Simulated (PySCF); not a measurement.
This PySCF input asks for the NMR shieldings of SMILES CO[Si@H]1[SiH2][Si@H](O[SiH3])[SiH2]1, CH₁₂O₂Si₅; the geometry comes from GFN2-xTB.

```python
import basis_set_exchange as bse
import numpy as np
from pyscf import gto, dft
from pyscf.prop import nmr

atoms = """
C    -3.568549   -0.248059    0.032430
O    -2.731775   -1.317140   -0.248132
Si   -1.095045   -1.298308   -0.373894
Si   -0.239010    0.377591   -1.826855
Si    0.924255    1.331707   -0.004175
O     2.542131    1.079020   -0.167235
Si    3.816395    0.138393   -0.451863
Si    0.006855   -0.272850    1.466449
H    -4.592326   -0.619811    0.092639
H    -3.302665    0.219219    0.985786
H    -3.509719    0.509970   -0.754745
H    -1.010396   -2.730654   -0.670491
H    -1.247342    1.270790   -2.435851
H     0.527367   -0.060106   -3.005585
H     0.964104    2.775596    0.280129
H     3.783410   -0.239284   -1.865138
H     4.972025    0.961709   -0.113415
H     3.702408   -1.049036    0.397665
H     0.922370   -1.109457    2.260187
H    -0.869642    0.291388    2.515035
"""
names = dict.fromkeys(["C", "O", "Si", "H"], "pcSseg-1")
basis = {el: gto.basis.parse(bse.get_basis(n, elements=[el], fmt="nwchem")) for el, n in names.items()}
mol = gto.M(atom=atoms, basis=basis, charge=0, verbose=0)
mf = dft.RKS(mol, xc="PBE0")
mf.grids.level = 2
mf.grids.alignment = dft.numint.BLKSIZE   # the property module wants whole blocks of grid points
mf.conv_tol = 1e-9
mf.kernel()

calc = nmr.RKS(mf)   # GIAO
C = mf.mo_coeff
Co = C[:, mf.mo_occ > 0]
resp = mf.gen_response(singlet=True, hermi=2)
def vind(x):   # induced exchange potential for any number of trial vectors
    d = np.einsum("pi,xij,qj->xpq", C, 2 * x.reshape(-1, C.shape[1], Co.shape[1]), Co, optimize=True)
    return np.einsum("xpq,pi,qj->xij", resp(d - d.transpose(0, 2, 1)), C, Co, optimize=True).ravel()
mo1, _ = nmr.rhf.solve_mo1(calc, with_cphf=vind)
sigma = calc.kernel(mo1)
for i, s in enumerate(sigma):   # ppm
    w = np.linalg.eigvalsh((s + s.T) / 2)
    print("%2d %-2s iso %8.1f  s11 %8.1f  s22 %8.1f  s33 %8.1f" % (i, mol.atom_pure_symbol(i), w.mean(), *w))
```

Q: What does it print?

A: 
```
 0 C  iso    133.7  s11    107.9  s22    108.3  s33    184.8
 1 O  iso    336.1  s11    227.7  s22    389.5  s33    391.1
 2 Si iso    330.8  s11    244.8  s22    328.6  s33    419.1
 3 Si iso    446.1  s11    357.4  s22    452.4  s33    528.6
 4 Si iso    340.4  s11    262.1  s22    339.2  s33    419.9
 5 O  iso    338.6  s11    212.7  s22    398.8  s33    404.4
 6 Si iso    393.8  s11    353.6  s22    361.2  s33    466.8
 7 Si iso    445.2  s11    353.9  s22    452.5  s33    529.1
 8 H  iso     27.8  s11     23.3  s22     25.6  s33     34.5
 9 H  iso     28.5  s11     24.2  s22     27.5  s33     33.7
10 H  iso     28.4  s11     24.2  s22     27.2  s33     33.8
11 H  iso     25.2  s11     21.4  s22     24.7  s33     29.6
12 H  iso     27.2  s11     23.8  s22     25.8  s33     32.1
13 H  iso     27.4  s11     23.7  s22     25.6  s33     32.9
14 H  iso     25.1  s11     21.4  s22     24.3  s33     29.4
15 H  iso     26.8  s11     23.2  s22     25.8  s33     31.4
16 H  iso     26.7  s11     23.1  s22     24.8  s33     32.4
17 H  iso     26.8  s11     23.1  s22     26.2  s33     31.2
18 H  iso     27.4  s11     23.8  s22     25.6  s33     32.8
19 H  iso     27.2  s11     23.8  s22     25.8  s33     32.1
```

These numbers come from an equivalent density-fitted implementation of the same equations, which agrees with the script to about 0.01 ppm for H and up to a few tenths of a ppm for heavy atoms, so last digits may differ.

Size and cost of the density-fitted run: 231 basis functions, 110 s wall time on 1 thread of an Intel Xeon, shared host; peak memory 1.1 GiB.
